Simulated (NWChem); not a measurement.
Species: Si₂H₄OClF; SMILES O[Si@@H](F)[SiH2]Cl

```xyz
9

O      1.3449     1.5238    -0.6821
Si     0.0750     1.2357     0.3326
F     -1.0577     2.3940     0.1583
Si    -0.8615    -0.7995    -0.3370
Cl     0.4811    -2.2931     0.2033
H      1.9738     2.2129    -0.4458
H      0.4923     1.2811     1.7632
H     -2.1550    -1.0580     0.3591
H     -1.0768    -0.8489    -1.8111
```
Atoms are numbered in this order, from 1.

All runs: NWChem. All runs use the structure optimised with PBE0/def2-SVP. Level: B3LYP/def2-SVP with SMD (1 M gas to 1 M solution), gas-phase geometry. Reactions with the solvent are ignored.

```tsv
solvent	dielectric constant	solvation free energy (kcal/mol)	cavity-dispersion-structure term (kcal/mol)	dipole in solution (D)
water	78.4	-3.2	3.5	1.80
anisole	4.22	-4.0	-1.0	1.61
N,N-dimethylformamide	37.2	-4.7	-0.7	1.66
tetrahydrofuran	7.43	-4.6	-1.1	1.64
ethyl acetate	5.99	-4.7	-1.3	1.63
```
